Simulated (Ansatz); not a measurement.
Energy difference R1 + R2 → P1 + P2, each structure at its B3LYP-D3(BJ)/def2-TZVP stationary point, reached from a drawn start (curvature not checked).
P1: H atom, charge 0, multiplicity 2.
R1: H2 (SMILES [H][H]), charge 0, multiplicity 1.
P2, H2O (SMILES O) (charge 0, multiplicity 1):
```tsv
atom	x (Å)	y (Å)	z (Å)
O	0.0000	0.0000	0.3896
H	0.0000	0.7650	-0.1949
H	0.0000	-0.7650	-0.1949
```
R2: OH (SMILES [OH]), charge 0, multiplicity 2.

P less R. No zero-point or thermal terms; singlets are restricted closed shells; open shells are unrestricted; no spin–orbit coupling.

Frozen-core correlation throughout. CBS: X⁻³ extrapolation of the correlation energy, Hartree–Fock from the larger set.

Run with Ansatz (Gaussian basis) for Hartree–Fock, density functionals and correlated methods. All values are computed, each at the level named.

Q: Predict the reaction energy from PBE/def2-TZVPPD.

A: -0.86 eV

Q: What is the computed reaction energy (CCSD(T)/CBS(aug-cc-pVTZ, aug-cc-pVQZ))?

A: -0.71 eV

Q: Give the reaction energy at the level MP2/aug-cc-pVTZ.

A: -1.02 eV

Ansatz is an electronic-structure program.
